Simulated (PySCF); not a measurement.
## Peak assignment

Geometry:
```tsv
atom	x (Å)	y (Å)	z (Å)
C1	-0.314	2.395	-0.829
C2	-1.031	1.407	-0.301
C3	-0.474	0.147	0.101
C4	0.828	-0.369	0.069
O5	1.932	0.247	-0.378
C6	3.113	-0.527	-0.283
N7	0.810	-1.614	0.568
N8	-0.399	-1.910	0.907
N9	-1.186	-0.884	0.642
C10	-2.589	-0.948	0.924
H11	0.745	2.294	-0.983
H12	-0.770	3.326	-1.117
H13	-2.096	1.520	-0.150
H14	3.023	-1.444	-0.869
H15	3.914	0.096	-0.675
H16	3.315	-0.797	0.756
H17	-3.171	-0.824	0.009
H18	-2.787	-1.930	1.349
H19	-2.873	-0.176	1.641
```

Computed data (PySCF 2.14.0 with density-fitted response routines): structure optimised with GFN2-xTB, PBE0/pcSseg-1 with gauge-including orbitals. No solvent model, one computed conformer, one averaged value for each set of equivalent atoms, no relativistic terms.

Referencing at the same level of theory: TMS for 13C (σ = 186.93 ppm) and 1H (σ = 31.72 ppm).

(1) Assign these signals to the numbered atoms. 13C{1H} NMR (computed): δ 166.9, 126.4, 124.4, 122.1, 58.0, 35.9.

(2) Assign these signals to the numbered atoms. 1H NMR (400 MHz, computed): δ 6.77 (m, 1H), 6.40 (m, 1H), 5.66 (m, 1H), 4.37 (s, 3H), 4.05 (s, 3H).

Answers

(1) 
| δ (ppm) | atoms | environment | reason |
| --- | --- | --- | --- |
| 166.9 | C4 | aromatic carbon bearing oxygen | σ withdrawal by the attached heteroatom moves it downfield of the ring CH carbons |
| 126.4 | C2 | alkene CH | an sp2 carbon of a C=C bond |
| 124.4 | C3 | substituted aromatic carbon next to a ring nitrogen | – |
| 122.1 | C1 | terminal =CH2 carbon | an sp2 carbon of a C=C bond |
| 58.0 | C6 | methyl carbon bonded to O | pulled downfield by the heteroatom |
| 35.9 | C10 | methyl carbon bonded to N | pulled downfield by the heteroatom |

C2 and C3 lie closer than the usual error of such a calculation, so a measured spectrum could show them in the other order.

(2) 
6.77 → H13, hydrogen on an alkene CH: olefinic region
6.40 → H11, hydrogen on a terminal =CH2 carbon: attached to an sp2 carbon and in the plane of the double bond
5.66 → H12, hydrogen on a terminal =CH2 carbon
4.37 → H14/H15/H16, hydrogen on a methyl carbon bonded to O: its carbon carries O, hence the downfield position
4.05 → H17/H18/H19, hydrogen on a methyl carbon bonded to N: its carbon carries N, an electronegative neighbour

Shifts are as computed. Against solution values, carbons near 30 ppm lie about +3 ppm off and those near 130 ppm about +5 ppm. Of 1211 compounds with measured shifts, 218 miss one by over three times the rms of a fit or turn the order of signals round; such compounds aren't used in these exercises. Multiplicities follow the n + 1 count of equivalent neighbours, as no J values were calculated; m marks all less simple cases, F and P coupling included.
